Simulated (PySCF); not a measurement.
How methods differ on the excitation energy of C

C [He] 2s2 2p2 (3P) → C [He] 2s1 2p3, s spin flipped, as a difference of total energies. Computed with PySCF 2.14 in aug-cc-pVDZ-DK, with scalar relativity by spin-free X2C-1e. Correlated levels: valence: 1s2 frozen. The calculations carry no spin-orbit coupling.

```
           method  excitation energy (eV)
              UHF                  12.033
              LDA                   8.332
              PBE                   8.710
             PBE0                   9.536
           r2SCAN                   9.763
            B3LYP                   9.313
          wB97X-V                   9.770
              M06                   9.228
          r2SCAN0                  10.222
    MP2 (valence)                  10.434
SCS-MP2 (valence)                  10.326
```

Problem. How much does correlation contribute at MP2 (valence)?

Solution. 10.434 − (12.033) = -1.599 eV, measured against UHF.

The upper determinant mixes two multiplicities, so it lies between the two terms.
